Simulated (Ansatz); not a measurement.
Li9Cl9 (started as a model of: 2x3x3 LiCl rock-salt block). Charge 0, multiplicity 1. Geometry PBE-D4/def2-SVP, basis def2-TZVP, Ansatz.

```csv
run,HOMO (eV),LUMO (eV)
A,-8.41,-0.66
B,-7.05,-1.25
C,-8.65,-0.31
D,-7.40,-0.66
E,-6.87,-1.20
```

Task: The runs used BLYP, PBE, PBE0, r2SCAN, r2SCAN0. Estimate which is which.

Result: A PBE0 (25 % exact exchange); B PBE (0 % exact exchange); C r2SCAN0 (25 % exact exchange); D r2SCAN (0 % exact exchange); E BLYP (0 % exact exchange). Exact exchange lowers occupied and raises empty levels; among semilocal functionals meta-GGAs tend to open the gap a little, and such runs are hard to tell apart. The gap grows from 5.66 eV (BLYP) to 8.34 eV (r2SCAN0).
